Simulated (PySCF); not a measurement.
WOF₄: adding exact exchange

Base calculation in PySCF with density fitting and no spin–orbit coupling, PBE/def2-TZVP (scalar-relativistic core potentials): singlet, C4v, W–F 1.869 Å (×4), W–O 1.695 Å; F–W–F 86.2° (×4), F–W–F 150.1° (×2), F–W–O 104.9° (×4); wavenumbers 98, 229 (×2), 235, 288 (×2), 324, 622, 674 (×2), 699, 1035 cm⁻¹; dipole moment 0.48 D, gap between the highest occupied and lowest empty levels 4.88 eV, polar-tensor charge of W 2.99 e, atomisation energy (no zero-point energy) 3051 kJ/mol.

Q: What changes on going to PBE0/def2-TZVP (scalar-relativistic core potentials)?

A: The point group stays the same. Changes: mean bond to W -0.022 Å, smallest bond angle -0.1 degrees, highest wavenumber +69 cm⁻¹, lowest wavenumber +4 cm⁻¹, dipole moment -0.04 D, gap between the highest occupied and lowest empty levels +2.76 eV, polar-tensor charge of W +0.32 e, atomisation energy (no zero-point energy) -238 kJ/mol. The new structure has W–F 1.848 Å (×4), W–O 1.671 Å; F–W–F 86.1° (×4), F–W–F 149.8° (×2), F–W–O 105.1° (×4), with wavenumbers 102, 239 (×2), 246, 301 (×2), 337, 651, 707 (×2), 741, 1104 cm⁻¹. Exact exchange shortens and stiffens the bonds and opens the gap, the usual pattern.

Spin–orbit coupling can matter for WOF₄ and is left out. Each species is the lowest minimum found with this bonding; other isomers or fragments can lie lower.
